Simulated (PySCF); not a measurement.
C3H4BrCl, SMILES C/C=C(/Br)Cl. Heavy atoms are numbered as in [CH3:1]/[CH:2]=[C:3](\[Cl:4])[Br:5]. Hydrogens are named by the atom that carries them.

Geometry optimised at TPSSh-D3(BJ)/def2-SVP.

Method: PBE/pcSseg-1 (PySCF).

GIAO shieldings, no solvent; atoms alike by connectivity are averaged. δ = σ(ref) − σ: ¹³C against TMS (σ = 182.0 ppm); ³⁵Cl against HCl (σ = 936.5 ppm); ¹H against TMS (σ = 31.49 ppm), references at their B3LYP-D3(BJ)/def2-TZVP geometries, non-relativistic (without spin–orbit terms, shifts of atoms bonded to Cl or Br come out too high).

Computed chemical shifts:
```
nucleus     atoms  count  δ (ppm)
-------  --------  -----  -------
¹³C            C3      1    143.7
¹³C       C2 (CH)      1    137.9
¹³C      C1 (CH3)      1     21.9
³⁵Cl          Cl4      1    346.9
¹H        H on C2      1     6.28
¹H        H on C1      3     2.28
```
